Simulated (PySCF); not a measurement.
**Excitation energy of Sc⁺ by level of theory**

Sc⁺ [Ar] 3d1 4s1 (3D) → Sc⁺ [Ar] 3d2 (3F), as a difference of total energies. Computed with PySCF 2.14 in dyall-av2z (16s12p7d2f, 101 functions), with no relativity, point nucleus. Correlated levels: valence: [Ar] frozen; virtual orbitals above 40 to 60 times the deepest correlated orbital energy dropped. The calculations carry no spin-orbit coupling.

| method | excitation energy (eV) | difference from reference (eV) |
| --- | --- | --- |
| UHF | 0.806 | +0.210 |
| MP2 (valence) | 0.750 | +0.154 |
| SCS-MP2 (valence) | 0.787 | +0.191 |
| CCSD (valence) | 0.721 | +0.125 |

Reference: 0.596 eV (measured; NIST levels, between the centres of gravity of the two terms).

These non-relativistic numbers lack the scalar-relativistic shift.

Errors of the correlated levels include the incompleteness of this basis and the frozen core.

With two correlated electrons CCSD is exact in that space.
